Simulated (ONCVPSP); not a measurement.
# Building the ONCV potential for mercury (PBE, scalar-relativistic).

```
Element                 : mercury
Generator               : ONCVPSP 4.0.1
Type                    : optimised norm-conserving Vanderbilt (ONCV)
Functional              : PBE
Relativity              : scalar-relativistic
Frozen core             : [Kr] 4d10 4f14
Valence charge          : 20
Reference configuration : 5s2 5p6 5d10 6s0.5 (charge +1.5)
Partial waves           : 5s+6s: rc 1.60 bohr, ncon 4, nbas 8, qcut 6.5 1/bohr, 2 projectors; 5p: rc 1.50 bohr, ncon 4, nbas 8, qcut 11.5 1/bohr, local; 5d: rc 2.20 bohr, ncon 5, nbas 9, qcut 7.7 1/bohr, 2 projectors, debl 3.3 Ha
Local potential         : the p channel
Core correction         : polynomial model core, fcfact 0.5
```

All-electron outer shells of the reference configuration (PBE, scalar-relativistic, ld1.x):

```
shell  level (eV)  outermost node (bohr)  outermost maximum (bohr)
   5s     -132.21                   0.47                      0.82
   4f     -109.87                      –                      0.37
   5p      -80.59                   0.51                      0.93
   5d      -23.71                   0.55                      1.17
   6s      -18.96                   1.07                      2.10
```

Q: Estimate the cutoffs (Ha) at which the residual kinetic energy of the hardest occupied pseudo-wave falls to 1 and 0.1 mHa per electron.

A: 38 Ha and 45 Ha.

Q: Does the potential have ghost states?

A: No bound ghost flagged; GHOST(+) flagged for d at 465.7 eV.

Q: Which valence shell sets the plane-wave cutoff?

A: 5p: 38 Ha for 1 mHa per electron, against 20 Ha for 5d.

Q: Tests: 5s2 5p6 5d10 6s2; 5s2 5p6 5d10 6s1; 5s2 5p6 5d10 6s0; 5s2 5p6 5d10 6s1.5. Which has the largest error in its energy relative to the reference configuration, and how large is it?

A: 5s2 5p6 5d10 6s0, with -5.1 meV (all-electron minus pseudo) on +10.57 eV.
